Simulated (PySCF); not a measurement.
## Selenium: a sound run and one with changed settings

Sound run: Se²⁺ [Ar] 3d10 4s2 4p2, Se³⁺ [Ar] 3d10 4s2 4p1. Calculation: PySCF 2.14, in x2c-TZVPall (6s5p4d1f, 48 functions); the spin-free X2C one-electron Hamiltonian (Gaussian nucleus). In the sound run the correlated levels freeze [Ar] 3d10. The sound run starts from symmetry-adapted Hartree-Fock orbitals and uses a fine grid where one is needed.

Changed run: no relativity, point nucleus. This setting is unsound on purpose.

```
species   method  sound run (hartree)  changed run (hartree)  converged
   Se²⁺      UHF          -2426.98624            -2385.13470        yes
   Se²⁺      LDA          -2425.06877            -2383.27231        yes
   Se²⁺    M06-L          -2428.59075            -2386.75030        yes
   Se²⁺      MP2          -2427.04301            -2385.19239        yes
   Se²⁺  CCSD(T)          -2427.06016            -2385.21056        yes
   Se³⁺      UHF          -2425.84731            -2383.99605        yes
   Se³⁺      LDA          -2423.90178            -2382.10499        yes
   Se³⁺    M06-L          -2427.43993            -2385.59819        yes
   Se³⁺      MP2          -2425.88968            -2384.03932        yes
   Se³⁺  CCSD(T)          -2425.90479            -2384.05555        yes
```

Ionisation energy of Se²⁺:

| method | sound run (eV) | changed run (eV) |
| --- | --- | --- |
| UHF | 30.992 | 30.984 |
| LDA | 31.755 | 31.764 |
| M06-L | 31.315 | 31.351 |
| MP2 | 31.384 | 31.376 |
| SCS-MP2 | 31.307 | 31.300 |
| CCSD | 31.417 | 31.406 |
| CCSD(T) | 31.439 | 31.429 |

Most of the change in total energy is the relativistic energy itself. On top of that the contraction fixes the core shape for the Hamiltonian it was made with, so the changed run is not a good calculation with the other Hamiltonian either.

For comparison, NIST gives 31.697 ± 0.019 eV between the lowest levels.
